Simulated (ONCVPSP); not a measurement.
**Configuration tests for oxygen (ONCV)**

```json
{
  "Element": "O",
  "Generator": "ONCVPSP 4.0.1",
  "Type": "optimised norm-conserving Vanderbilt (ONCV)",
  "Functional": "PBE",
  "Relativity": "scalar-relativistic",
  "Frozen core": "none",
  "Valence charge": "8",
  "Reference configuration": "1s2 2s2 2p2.5 (charge +1.5)",
  "Partial waves": "1s+2s: rc 0.40 bohr, ncon 4, nbas 7, qcut 36.4 1/bohr, 2 projectors; 2p: rc 1.15 bohr, ncon 4, nbas 7, qcut 13.7 1/bohr, 1 projector; d scattering state at 0.38 Ha: rc 1.05 bohr, ncon 5, nbas 10, qcut 8.6 1/bohr, 3 projectors, debl 2.5 Ha",
  "Local potential": "polynomial inside 0.30 bohr (lpopt 3, dvloc0 0 Ha)",
  "Core correction": "none"
}
```

Energies are relative to the spin-unpolarised reference configuration 1s2 2s2 2p2.5; without spin polarisation the order of configurations can differ from experiment.

```csv
valence configuration,charge,ΔE all-electron (eV),error AE − PS (meV)
1s2 2s2 2p4,0,-30.874,+11
1s2 2s2 2p2,+2,19.143,+4.2
1s2 2s2 2p0,+4,149.916,+365
```

Q: What are ΔE and the potential's error for 1s2 2s2 2p3?

A: ΔE = -14.443 eV all-electron; the error (AE − PS) is +3.2 meV.

Levels in the configuration 1s2 2s2 2p4:

```csv
level,all-electron (eV),pseudo (eV)
1s,-514.697,-514.843
2s,-23.962,-23.941
2p,-9.031,-9.035
```
